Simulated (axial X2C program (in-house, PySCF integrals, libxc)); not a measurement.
**Levels of LaCl⁻ by electron attachment to LaCl (EOM-EA-CCSD)**

Computed with an in-house all-electron X2C program for linear molecules (integrals from PySCF): two-component X2C with atomic mean-field Coulomb and Gaunt terms, Gaussian nuclei, basis La dyall-cv3z, Cl dyall-av3z with contracted cores.

R = 2.451 Å (0.960 times 2.553 Å, the PBE0 minimum at charge 0 for the lowest determinant).

Levels of LaCl⁻ obtained by attaching an electron to LaCl:

```
  Ω  binding energy (eV)  above lowest (cm⁻¹)                 attached spinor  one-particle weight
3/2                0.532                    0                       96% La dδ                 0.86
5/2                0.416                  938                       98% La dδ                 0.86
1/2                0.391                 1141            51% La pπ, 35% La dπ                 0.90
3/2                0.262                 2175            60% La pπ, 36% La dπ                 0.90
1/2                0.176                 2876            53% La pσ, 28% La dσ                 0.93
1/2               -0.568                 8872            44% La pπ, 39% La dπ                 0.92
3/2               -0.644                 9488  42% La pπ, 41% La dπ, 6% Cl pπ                 0.92
1/2               -1.021                12527  60% La sσ, 24% La pσ, 9% Cl pσ                 0.96
1/2               -1.253                14402  68% La pσ, 21% La sσ, 8% La dσ                 0.96
```

Problem. What is the splitting of the first π pair in the table, and is it regular or inverted?

Solution. E(3/2) − E(1/2) = 2175 − 1141 = 1034 cm⁻¹ at EOM-EA-CCSD: regular, Ω = 1/2 lower. Splittings at this level can be off by ten to twenty per cent.

Negative binding energies belong to unbound states, resonances or levels that the basis set holds; within some tenths of an eV of zero the sign is not settled.

This point took 36 s on 1 thread of Arm Neoverse V1 (shared host).

Reference electrons by ω block (each with its −ω partner): 1/2: 25, 3/2: 10, 5/2: 2. 18 electrons of LaCl correlated (inner shells frozen), 84 natural virtual spinors (a truncated set); levels can be off by some tenths of an eV. Roots sought by Ω: (1/2: 5, 3/2: 4, 5/2: 2, 7/2: 1); the list ends where they run out and leaves out roots under 60 % one-particle weight. The solver can skip a root, and states that need a further excitation, which the method places far too high, are missing though they may lie low or lowest. T1 of the reference 0.019 (Lee–Taylor). Number of frozen shells: La 4 s, 3 p, 2 d; Cl 2 s, 1 p. The closed-shell reference lies 0.22 eV above the lowest PBE0 determinant.
